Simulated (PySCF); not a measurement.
Compound: C6H9ClOSi.
SMILES with atom numbers: `[CH2:1]=[C:2]([Cl:3])[C@H:4]1[CH2:5][CH2:6][C:7](=[O:8])[SiH2:9]1`

Structure used (GFN2-xTB), in Å, numbered top down from 1:
```
atom  x, y, z in Å
C1    -2.7000   -0.0763    0.3000
C2    -1.7582    0.5640   -0.3687
Cl3   -2.1884    1.4629   -1.7996
C4    -0.2994    0.6218   -0.1034
C5     0.1809   -0.2263    1.0793
C6     1.7050   -0.2960    1.0300
C7     2.1392   -0.5880   -0.3922
O8     3.1857   -1.1111   -0.6824
Si9    0.7606    0.0321   -1.5948
H10   -3.7292   -0.0584   -0.0106
H11   -2.4710   -0.6336    1.1897
H12   -0.0468    1.6709    0.0935
H13   -0.1578    0.1912    2.0292
H14   -0.2245   -1.2359    0.9891
H15    2.1161   -1.0288    1.7256
H16    2.1326    0.6795    1.2816
H17    1.2045    1.1150   -2.4639
H18    0.1418   -1.0766   -2.3141
```

Definitions: NICS(0) = −σiso at the ring centroid; NICS(1) = −σiso and NICS(1)zz = −σzz at ±1 Å along the ring normal z. Level: GIAO PBE0/pcSseg-1 (PySCF, non-relativistic, gas phase) on the GFN2-xTB geometry, one conformer.

Ring bond lengths (Å), with Mayer bond orders in brackets: C4–C5 1.533 (1.00), C5–C6 1.527 (1.03), C6–C7 1.515 (0.94), C7–Si9 1.932 (0.82), Si9–C4 1.922 (0.83).

Give the NICS values of each ring in ppm.

```
           ring                                              type  NICS(0)  NICS(1), two faces  NICS(1)zz, two faces  rms pucker (Å)  centre to ring atoms, mean (Å)
C4–C5–C6–C7–Si9  5-membered ring with Si; formal bonds all single      2.2         -1.5 / -1.9            0.7 / -0.6            0.19                            1.40
```

What do they say, and how far can they be read as aromaticity?

- C4–C5–C6–C7–Si9: mean NICS(1)zz 0.0 ppm, near zero. C4, C5, C6, Si9 have four or more neighbours, so the value isn't read as a sign of a π ring current.

List the ring angles and the Hirshfeld charges of the ring atoms.

- C4–C5–C6–C7–Si9: C4 104.8° (-0.117 e), C5 108.3° (-0.066 e), C6 109.0° (-0.080 e), C7 108.5° (+0.083 e), Si9 90.5° (+0.318 e); sum 521.1° against 540° for a flat convex ring.
